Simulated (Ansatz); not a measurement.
Consider the cleavage of the Si–B bond: `F[Si](F)(F)BCl` + `C=CS` → `C=CS[Si](F)(F)F` + `BCl`.

Computed with Ansatz on PBE0-D4/def2-TZVP structures; ΔE is electronic, products minus reactants. CCSD(T)/CBS is the MP2 limit (def2-TZVPP, def2-QZVPP) plus CCSD(T) − MP2 in def2-TZVPP, frozen cores. This one scheme is used for every species. Functionals use def2-TZVPP. B3LYP here is the variant with VWN-RPA as its local correlation; programs differ in this. Each species was taken in one conformer, which may not be the lowest.

```
             level  ΔE (kJ/mol)  difference from CCSD(T)/CBS
            PBE-D4        -66.6                         12.6
           PBE0-D4        -73.4                          5.8
           ωB97X-V        -76.4                          2.8
           ωB97M-V        -81.2                         -2.0
               PBE        -62.1                         17.1
            r2SCAN        -75.6                          3.6
              PBE0        -69.4                          9.8
             B3LYP        -66.7                         12.5
     HF/def2-TZVPP        -81.3                         -2.1
    MP2/def2-TZVPP        -85.7                         -6.5
SCS-MP2/def2-TZVPP        -82.1                         -2.9
   CCSD/def2-TZVPP        -76.2                          3.0
     HF/def2-QZVPP        -81.3                         -2.1
    MP2/def2-QZVPP        -86.9                         -7.7
      HF/CBS(def2)        -81.3                         -2.1
    CCSD/CBS(def2)        -78.4                          0.8
       CCSD(T)/CBS        -79.2                            0
```

Largest T1 diagnostic among the species: 0.013.

From PBE to PBE0 (25 % exact exchange), in def2-TZVPP and without D4, ΔE moves by −7.3 kJ/mol. The D4 term adds −7.3 kJ/mol with B3LYP and −4.0 kJ/mol with PBE0; it sums over pairs of atoms, weighted by their polarisabilities, and B3LYP, whose exchange is more repulsive, gets the larger term.
